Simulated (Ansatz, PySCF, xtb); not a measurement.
Breaking the Se4–H5 bond in AlH3Se (SMILES [AlH2][SeH]) (multiplicity 1 held, fragments rigid). Energies count from the point at 1.472 Å.
Geometry at that point (charge 0, multiplicity 1):
```xyz
5

Al     0.364     0.027    -1.557
H     -0.699    -0.570    -2.552
H      1.745     0.642    -1.994
Se    -0.201    -0.030     0.697
H      1.061     0.607     1.107
```

R- and RO- levels are restricted; in cc, def2 and unpolarised 6-31G sets they are followed outwards from rest. Levels need not reach the same state.

Rows in 3-21G carry no dispersion term and start afresh at each structure; the Pople sets are all-electron and without relativity.

Programs: Ansatz (a program for electronic structure); PySCF for 3-21G rows; xtb for the GFN methods. Each number belongs to the level named beside it. The GFN methods have no spin term and hold the electronic entropy of 300 K.

Q: One of these levels gives 169.90 kcal/mol for the energy at R = 4.710 Å. Which one is it?
(A) R-HF/3-21G
(B) R-B3LYP/def2-TZVPP
(C) GFN2-xTB

A: A, R-HF/3-21G. The others give 81.89 (GFN2-xTB), 124.02 (R-B3LYP/def2-TZVPP)

Doubts at one or more of the structures used: a restricted determinant that unrestricted orbitals would lower (R-HF/3-21G, R-B3LYP/def2-TZVPP).
